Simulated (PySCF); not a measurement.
Sn(H)3(nPr) (C3H10Sn), SMILES CC[CH2][SnH3].

Coordinates come from a B3LYP-D3(BJ)/def2-SVP optimisation. The structure was generated by enumeration; whether it is a known compound was not checked. The def2 effective core potentials stand for the cores of Sn; spin–orbit coupling is left out. Other conformers were not sampled.

Two levels are set side by side: PBE/def2-TZVP (PySCF) and HF/def2-TZVP (PySCF). Same geometry, gas phase. Differences are taken from unrounded values.

```json
[
 {"quantity": "orbital gap (eV)", "HF": "13.06"},
 {"quantity": "highest occupied level (eV)", "HF": "-10.42"},
 {"quantity": "lowest empty level (eV)", "HF": "2.64"},
 {"quantity": "dipole moment (D)", "HF": "1.07"},
 {"quantity": "mean polarisability (bohr³)", "HF": "74.6"}
]
```

Question: What does PBE give, and how far is it from HF? (An estimate is asked for; the answer gives what the named calculation found.)

Answer: 
```
quantity                       PBE  PBE minus HF
---------------------------  -----  ------------
orbital gap (eV)              6.20         -6.86
highest occupied level (eV)  -6.60          3.82
lowest empty level (eV)      -0.40         -3.04
dipole moment (D)             1.13          0.07
mean polarisability (bohr³)   82.0           7.5
```

PBE's occupied levels lie high since its potential decays too fast outside the molecule; exact exchange lowers them and widens the gap. Loosely held outer electrons make PBE densities more polarisable. Differences between two approximate levels are no errors against the true value.

Rough cost on one machine, each run with all the roots and properties that it gave: HF against PBE about 1/4.
